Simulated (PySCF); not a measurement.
B(Me)(OH)2 (CH5BO2), SMILES OB(O)C. Geometry: B3LYP-D3(BJ)/def2-SVP. One conformer was computed; it need not be the lowest.

Computed equilibrium geometry at B3LYP-D3(BJ)/def2-SVP (PySCF confirms it by a frequency run) as a Z-matrix (one conformer of several):
```
B
O 1 1.3641
H 2 0.9626 1 112.74
O 1 1.3658 2 114.91 3 -179.99
H 4 0.9629 1 112.98 2 -180.00
C 1 1.5898 2 123.29 3 0.19
H 6 1.1019 1 114.14 2 -2.00
H 6 1.1042 7 107.30 1 123.21
H 6 1.1044 7 107.25 8 113.99
```
